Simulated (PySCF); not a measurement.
A structure optimised at PBE0-D3(BJ)/def2-SVP, used in a PySCF frequency run:

```xyz
12

C     -2.1436    -0.9815     0.0000
C     -0.9348    -0.8909     0.0000
C      0.4974    -0.8175     0.0000
C      1.2214    -1.9587     0.0000
C      1.1707     0.4826     0.0000
C      0.6327     1.7064     0.0000
F     -0.6661     1.9550     0.0000
H     -3.2156    -1.0495     0.0000
H      0.7347    -2.9351     0.0000
H      2.3137    -1.9271     0.0000
H      2.2631     0.4555     0.0000
H      1.2357     2.6193     0.0000
```
Charge 0, spin multiplicity 1.

Task: Write its SMILES, formula and point group.

Result: C#CC(=C)/C=C\F, C₆H₅F, Cs

Task: What are its rotational constants (standard atomic weights)?

Result: 3.6329, 2.4522, 1.4640 GHz
